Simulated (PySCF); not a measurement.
FeOCl: breathing scan

Level of theory: UPBE0 in PySCF with Fe def2-SVP, O def2-SVP, Cl def2-SVP; no relativity; density-fitted integrals.

Rigid scan from the sextet minimum (Fe–Cl 2.165 Å, Fe–O 1.623 Å; Cl–Fe–O 180.0°). Coordinate: all bonds to the central atom scaled together. Energies in kJ/mol from the minimum.

| scale of all bonds to the centre | E (kJ/mol) | dipole size (D) | ⟨S²⟩ |
| --- | --- | --- | --- |
| 0.88 | 188.9 | 0.03 | 8.76 |
| 0.92 | 72.4 | 0.06 | 8.76 |
| 0.96 | 15.7 | 0.01 | 8.77 |
| 1.00 | 0.0 | 0.13 | 8.77 |
| 1.04 | 11.9 | 0.37 | 8.77 |
| 1.08 | 41.7 | 0.67 | 8.77 |
| 1.14 | 106.7 | 1.24 | 8.78 |
| 1.22 | 210.8 | 2.10 | 8.78 |
| 1.35 | 383.3 | 3.54 | 8.80 |

Other spin states or occupations of the open shell can lie lower.

Other isomers or separated fragments may lie lower.
